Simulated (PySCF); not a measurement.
What settings do to a single point of Ce(NO2)4

The sound run of Ce(NO2)4 (singlet) uses PySCF 2.14.0, RKS PBE, Ce lcecp-2-SVP with ECP46, O def2-SVP, N def2-SVP; non-relativistic Hamiltonian with scalar-relativistic core potentials where named; density fitting; no spin-orbit coupling, grid (50, 194), threshold 1e-8 Eh and 55 cycles, at the relaxed geometry:

```xyz
13

Ce   -0.0003    0.0000    0.0000
O     0.4992    0.9556    2.2177
O     1.7899    1.3899    0.6161
N     1.5860    1.5039    1.8804
O    -1.7891   -0.6178    1.3904
O    -0.5002   -2.2197    0.9520
N    -1.5857   -1.8826    1.5028
O     1.7899   -1.3899   -0.6161
O     0.4992   -0.9556   -2.2177
N     1.5860   -1.5039   -1.8804
O    -0.5002    2.2197   -0.9520
O    -1.7891    0.6178   -1.3904
N    -1.5857    1.8826   -1.5028
```

There Ce1 has a Mulliken charge of 1.33 e and the dipole about the centre of mass is 0.00 D. Each run below changes one thing and starts from free metal ions and neutral atoms unless it says otherwise; with 55 cycles, smearing, a level shift and second-order steps follow where DIIS fails, and their cycles count. Energy shifts count from the sound run. On f atoms grids over 110 angular points are at least (60, 302).

```json
{"change": "N4 put 0.5 Å from Ce1, limit 88 cycles", "outcome": "not converged", "cycles": "88", "energy shift (eV)": "–", "largest force component (eV/Å)": "–", "charge on Ce1 (e)": "–", "dipole about the centre of mass (D)": "–"}
{"change": "charge changed by +5, spin kept, limit 78 cycles", "outcome": "refused", "cycles": "–", "energy shift (eV)": "–", "largest force component (eV/Å)": "–", "charge on Ce1 (e)": "–", "dipole about the centre of mass (D)": "–"}
{"change": "all coordinates × 0.94", "outcome": "converged", "cycles": "11", "energy shift (eV)": "2.64", "largest force component (eV/Å)": "5.12", "charge on Ce1 (e)": "1.19", "dipole about the centre of mass (D)": "0.00"}
```

(1) One further run converged with energy shift (eV) -0.0390, largest force component (eV/Å) 0.08, charge on Ce1 (e) 1.33, dipole about the centre of mass (D) 0.00. Which change was it?
A. grid (40, 110)
B. threshold 0.0001
C. start from a density of up to 30 smeared cycles (not counted)

(2) And the other changes listed?

Forces carry noise of the integration grid, about 0.01 to 0.03 eV/Å.

A frequency check found unstable modes (3, the lowest at -56 cm⁻¹), so the relaxed geometry is probably a saddle point.

Results:

(1) A.

(2) 
```
                                                       change    outcome  cycles  energy shift (eV)  largest force component (eV/Å)  charge on Ce1 (e)  dipole about the centre of mass (D)
                                             threshold 0.0001  converged      10             0.0000                            0.01               1.33                                 0.00
start from a density of up to 30 smeared cycles (not counted)  converged      10             0.0000                            0.01               1.33                                 0.00
```
